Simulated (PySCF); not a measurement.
Compound: CH₉NSi₃.
SMILES with atom numbers: `[H]/[N:1]=[CH:2]/[SiH:3]([SiH3:4])[SiH3:5]` (hydrogens: H6 on N1; H7 on C2; H8 on Si3; H9, H10, H11 on Si4; H12, H13, H14 on Si5)

A GFN2-xTB structure with every atom displaced at random (by about 0.01 Å) was refined with PBE0-D3(BJ)/def2-SVP geometry optimisation, gas phase (PySCF 2.14.0). Values at the start:

| coordinate | start |
| --- | --- |
| N1=C2 | 1.245 Å |
| N1–H6 | 1.013 Å |
| C2–Si3 | 1.894 Å |
| C2–H7 | 1.098 Å |
| Si3–Si4 | 2.306 Å |
| Si3–H8 | 1.477 Å |
| Si4–H9 | 1.499 Å |
| Si4–H10 | 1.449 Å |
| N1–C2–Si3 | 117.9° |
| C2–Si3–Si4 | 108.4° |
| C2–Si3–Si5 | 105.5° |
| Si4–Si3–Si5 | 118.1° |
| N1–C2–Si3–Si4 | -25° |

Q: How do these coordinates change at the PBE0-D3(BJ)/def2-SVP level?

A: 
| coordinate | PBE0-D3(BJ)/def2-SVP (Å or °) | change |
| --- | --- | --- |
| Si4–H10 | 1.498 | +0.049 |
| Si3–Si4 | 2.342 | +0.036 |
| N1=C2 | 1.273 | +0.028 |
| Si3–H8 | 1.500 | +0.023 |
| N1–H6 | 1.028 | +0.015 |
| C2–H7 | 1.111 | +0.013 |
| C2–Si3 | 1.904 | +0.010 |
| Si4–H9 | 1.493 | -0.006 |
| Si4–Si3–Si5 | 111.9 | -6.2 |
| C2–Si3–Si5 | 109.5 | +4.0 |
| C2–Si3–Si4 | 104.6 | -3.8 |
| N1–C2–Si3 | 117.1 | -0.8 |
| N1–C2–Si3–Si4 | -8 | +17 |

The energy falls by 6.0 kcal/mol over 12 energy and gradient evaluations, the largest force component goes from 0.0312 to 3.4e-04 Eh/bohr, and the atoms move by 0.351 Å rms after alignment. The bond that changes most is Si4–H10 (SiH3 silicon to Si–H hydrogen), which lengthens by 0.049 Å. Bonds longer at the end by more than 0.005 Å: 11 of 13; shorter: 1. Among the dihedrals that turn most is C2–Si3–Si4–H10, from -150° to -177°. Rotational constants go from 2386, 1661, 1121 to 2449, 1639, 1127 MHz.

The run used 127 basis functions and 82 SCF cycles in all.

Whether it is a minimum is left open (no frequencies). The numbers are those of one conformer.
